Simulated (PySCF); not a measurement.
## Basis set benchmark on one molecule

Molecule: `CC(=O)NC(C)C`, C₅H₁₁NO.

Bonds (- single, = double, # triple, : aromatic): C1-C2, C2=O3, C2-N4, N4-C5, C5-C6, C5-C7. C1 carries H8, H9, H10; N4 carries H11; C5 carries H12; C6 carries H13, H14, H15; C7 carries H16, H17, H18.

Geometry PBE0-D3(BJ)/def2-SVP throughout; GIAO in PySCF 2.14.0 with density-fitted response routines, gas phase, one conformer, non-relativistic; equivalent atoms averaged; functional PBE0.

Reference values (measured; solution, not stated per compound (mostly CDCl3 or CCl4); Pretsch, Buehlmann, Badertscher, Structure Determination of Organic Compounds, 4th ed. (2009)): δ(C5) = 40.5 ppm, δ(C6/C7) = 22.3 ppm, δ(H12) = 4.01 ppm, δ(H13/H14/H15/H16/H17/H18) = 1.13 ppm. Computed shifts are taken against TMS, calculated as an isolated molecule at each level.

Task: How do the basis sets STO-3G, pcSseg-0, 6-31G, 6-31G*, cc-pVDZ, def2-SVP, pcSseg-1, 6-311+G(2d,p), aug-cc-pVDZ, def2-TZVP perform against the reference? Times are CPU seconds on shared hosts with different chips, so compare them loosely.

Result: 
```tsv
basis set	functions	C5	C6/C7	H12	H13/H14/H15/H16/H17/H18	mean abs. error C	mean abs. error H	core-s
STO-3G	46	41.2	22.6	3.23	0.97	0.5	0.47	4.8
pcSseg-0	85	37.6	27.0	4.24	1.22	3.8	0.16	7.9
6-31G	85	36.9	24.7	4.65	1.21	3.0	0.36	9.8
6-31G*	120	37.1	23.6	4.53	1.03	2.3	0.31	14
cc-pVDZ	153	39.3	24.8	4.37	0.93	1.9	0.28	19
def2-SVP	153	36.1	23.5	4.23	0.88	2.8	0.24	17
pcSseg-1	174	38.6	24.9	4.32	1.01	2.2	0.22	27
6-311+G(2d,p)	255	38.9	23.7	4.66	0.93	1.5	0.43	38
aug-cc-pVDZ	260	39.3	23.3	4.76	1.03	1.1	0.42	43
def2-TZVP	283	40.0	24.5	4.66	0.94	1.3	0.42	46
```

For ¹³C the closest is STO-3G (0.5 ppm) and the furthest pcSseg-0 (3.8 ppm).

For ¹H the closest is pcSseg-0 (0.16 ppm) and the furthest STO-3G (0.47 ppm). Where a smaller basis beats a larger one, errors probably cancel. One molecule is a small sample, and vibrational and solvent effects are absent from the calculation.

A small basis that lands close on one nucleus may do so by chance; judge by the trend and by all nuclei.
